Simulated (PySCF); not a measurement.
C8H9N3O2. Atoms are numbered in the order given.

```xyz
22

C      1.3468     3.7151     0.0000
O     -0.0470     3.4700     0.0000
C     -0.4552     2.2239     0.0000
N     -1.6734     1.8033     0.0000
N     -1.5906     0.4298     0.0000
C     -0.3332     0.1147     0.0000
C      0.3134    -1.1674     0.0000
C      1.6743    -1.4553     0.0000
C      1.8012    -2.8596     0.0000
C      0.5192    -3.3800     0.0000
N     -0.3785    -2.3562     0.0000
C     -1.8153    -2.5100     0.0000
O      0.4564     1.2297     0.0000
H      1.8251     3.2915     0.8966
H      1.8251     3.2915    -0.8966
H      1.4624     4.8047     0.0000
H      2.4711    -0.7152     0.0000
H      2.7239    -3.4354     0.0000
H      0.1758    -4.4125     0.0000
H     -2.0487    -3.5819     0.0000
H     -2.2598    -2.0343     0.8844
H     -2.2598    -2.0343    -0.8844
```
Charge 0, spin multiplicity 1.

Coordinates come from a PBE0-D3(BJ)/def2-SVP optimisation. The structure was generated by enumeration, and PubChem lists no compound with its InChIKey, so it may never have been made. The values are those of a single conformer.

All values below come from HF/pcSseg-1 in PySCF.

GIAO shieldings, no solvent; atoms alike by connectivity are averaged. δ = σ(ref) − σ: ¹³C against TMS (σ = 192.6 ppm); ¹⁷O against H2O (σ = 333.0 ppm); ¹⁵N against NH3 (σ = 267.3 ppm); ¹H against TMS (σ = 31.99 ppm), references at their B3LYP-D3(BJ)/def2-TZVP geometries, non-relativistic.

```
nucleus          atoms  count  δ (ppm)
-------  -------------  -----  -------
¹³C                 C3      1    172.4
¹³C                 C6      1    165.6
¹³C                C10      1    138.4
¹³C                 C7      1    125.0
¹³C                 C8      1    122.6
¹³C                 C9      1    113.7
¹³C                 C1      1     53.9
¹³C                C12      1     38.5
¹⁷O                O13      1    250.7
¹⁷O                 O2      1     56.1
¹⁵N                 N5      1    334.7
¹⁵N                 N4      1    280.5
¹⁵N                N11      1    170.5
¹H                 H17      1     7.43
¹H                 H19      1     7.29
¹H                 H18      1     6.64
¹H       H14, H15, H16      3     4.24
¹H       H20, H21, H22      3     4.20
```
